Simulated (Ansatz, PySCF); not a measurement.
C2H7Si, SMILES C[SiH]C, multiplicity 2. Atoms are numbered in the order given.

```xyz
10

C      0.0353    -0.4726    -1.5611
Si    -0.1403     0.5706     0.0000
C      0.0353    -0.4726     1.5611
H      1.0242    -0.9617    -1.5918
H     -0.0661     0.1454    -2.4659
H     -0.7335    -1.2599    -1.5978
H      0.8698     1.6822     0.0000
H      1.0242    -0.9617     1.5918
H     -0.0661     0.1454     2.4659
H     -0.7335    -1.2599     1.5978
```
Charge 0, spin multiplicity 2.

Geometry: PBE0-D3(BJ)/def2-SVP. The isomer is the one that the SMILES or the coordinates give; other isomers of the formula were not compared.

Two levels are set side by side: PBE-D3(BJ)/def2-SVP (Ansatz, an electronic-structure program) and PBE0-D3(BJ)/def2-SVP (Ansatz). Each level has its own optimised geometry; the coordinates shown are those of the second. Frequencies come from the Hessian of PySCF at each geometry. Differences are taken from unrounded values.

| quantity | PBE0-D3(BJ) | PBE-D3(BJ) | PBE-D3(BJ) minus PBE0-D3(BJ) |
|---|---|---|---|
| mean bond length (Å) | 1.320 | 1.330 | 0.009 |
| bond C1–Si2 (Å) | 1.886 | 1.898 | 0.012 |
| bond Si2–C3 (Å) | 1.886 | 1.898 | 0.012 |
| bond C1–H4 (Å) | 1.104 | 1.112 | 0.008 |
| bond C1–H5 (Å) | 1.100 | 1.108 | 0.008 |
| bond C1–H6 (Å) | 1.101 | 1.109 | 0.008 |
| bond Si2–H7 (Å) | 1.502 | 1.514 | 0.012 |
| bond C3–H8 (Å) | 1.104 | 1.112 | 0.008 |
| bond C3–H9 (Å) | 1.100 | 1.108 | 0.008 |
| bond C3–H10 (Å) | 1.101 | 1.109 | 0.008 |
| highest harmonic wavenumber (cm⁻¹) | 3169 | 3081 | -88 |
| mean harmonic wavenumber (cm⁻¹) | 1474 | 1428 | -46 |
| zero-point energy (kcal/mol) | 50.58 | 49.01 | -1.57 |

Exact exchange shortens and stiffens bonds; PBE has none. Differences between two approximate levels are no errors against the true value.
